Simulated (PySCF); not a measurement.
# NaHg⁺ at RHF-CCSD(T)

Computed with RHF-CCSD(T); Na def2-SVPD, Hg def2-SVPD with ECP60; scalar-relativistic core potentials (PySCF 2.14).

- state: ¹Σ⁺ (singlet), closed shell
- bond length: 3.121 Å
- harmonic wavenumber: 113 cm⁻¹
- force constant: 0.155 mdyn/Å
- rotational constant Be: 0.08385 cm⁻¹
- anharmonicity ωexe: 1.05 cm⁻¹
- vibration–rotation constant αe: 0.000926 cm⁻¹
- well depth De to Na⁺ + Hg: 0.34 eV
- dissociation energy D0: 0.33 eV

Correlated steps freeze 1 core orbital. The bond is weak. Basis-set superposition, not corrected here, can be much of De in a small basis, most of all at correlated wavefunction levels. Spin–orbit coupling is left out. For an ion De counts to the pair picked by the measured ionisation energies or electron affinities, which need not be the lowest pair at this level.
